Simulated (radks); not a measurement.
Q: The table gives one normalised radial function P(r) = r R(r) of Ga6+ in [Ar] 3d7 (r in bohr). All-electron calculation, scalar-relativistic Kohn-Sham, PBE, spin-unpolarised, spherical densities, point nucleus. Program: a radial shooting solver on a logarithmic mesh with Libxc functionals.

| r | P |
|---|---|
| 0.004107 | 1.3030 |
| 0.005839 | 1.7400 |
| 0.008237 | 2.2585 |
| 0.01171 | 2.8580 |
| 0.01652 | 3.4445 |
| 0.02349 | 3.9159 |
| 0.03314 | 4.0720 |
| 0.04712 | 3.7430 |
| 0.06646 | 2.9072 |
| 0.0945 | 1.7580 |
| 0.1333 | 0.7701 |
| 0.1895 | 0.2049 |
| 0.2674 | 0.0292 |
| 0.3802 | 0.0016 |
| 0.5363 | 0.0000 |
| 0.7625 | 0.0000 |
| 1.076 | 0.0000 |
| 1.529 | 0.0000 |
| 2.157 | 0.0000 |

Which n and l does it have? It may be an empty orbital.

A: n = 1, l = 0: the number of nodes gives n - l - 1 = 0, the rise at small r (about r^(l+1)) gives l, and the extent must fit the shell. The curve is that of 1s. 1s: eigenvalue -10349.9 eV, 0 radial nodes, <r> = 0.0486 bohr, 90 % of the charge inside 0.0869 bohr.
